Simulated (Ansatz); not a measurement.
Relaxation of F3H4NOZr (10 atoms, charge 0, multiplicity 1), to a largest force component of 0.03 eV/Å in at most 50 steps.

Level of theory: Ansatz 0.2.0, RKS B3LYP/def2-SVP.

```xyz
10
Properties=species:S:1:pos:R:3
Zr 0.238 -0.528 -0.446
O 0.595 0.269 2.690
H -0.324 0.510 2.886
F 1.589 0.774 -0.788
F -1.448 0.095 0.217
F -0.226 -1.359 -2.097
N 0.944 -2.112 0.835
H 0.551 -3.055 0.824
H 1.887 -2.163 1.218
H 0.553 -0.709 2.560
```

Q: Where does it end, and by what steps?

A: The forces met the threshold. The force dipped under the threshold on the way, but the program's further checks kept it going. After 32 steps the energy has fallen by 0.608 eV; H3 moved furthest, 1.49 Å. Joined: Zr1–O2 (3.26 → 2.42 Å).

```csv
step,energy less start (eV),largest force component (eV/Å),accepted
0,0.0000,1.419,yes
2,-0.3215,1.027,yes
4,-0.4699,0.704,yes
6,-0.4805,0.314,no
8,-0.4938,0.096,yes
10,-0.4962,0.041,yes
12,-0.4959,0.369,no
14,-0.4997,0.120,yes
16,-0.5028,0.230,yes
18,-0.5065,0.134,yes
20,-0.5157,0.652,yes
22,-0.5399,0.212,yes
24,-0.5514,1.112,no
26,-0.5771,0.325,yes
28,-0.5733,0.795,no
30,-0.6033,0.253,yes
32,-0.6083,0.017,yes
```

```xyz
10
Properties=species:S:1:pos:R:3
Zr 0.131 -0.678 -0.038
O 0.477 0.024 2.247
H 0.959 0.866 2.223
F 1.234 0.920 -0.155
F -1.658 -0.406 0.678
F -0.186 -1.155 -1.869
N 1.080 -2.361 0.605
H 1.264 -3.183 0.031
H 1.449 -2.520 1.542
H -0.391 0.214 2.637
```

Whether the end is a true minimum wasn't checked by a vibrational analysis.

Time of the run: 75 s on 4 threads of Arm Neoverse V2 (shared host), peak memory 0.29 GiB.
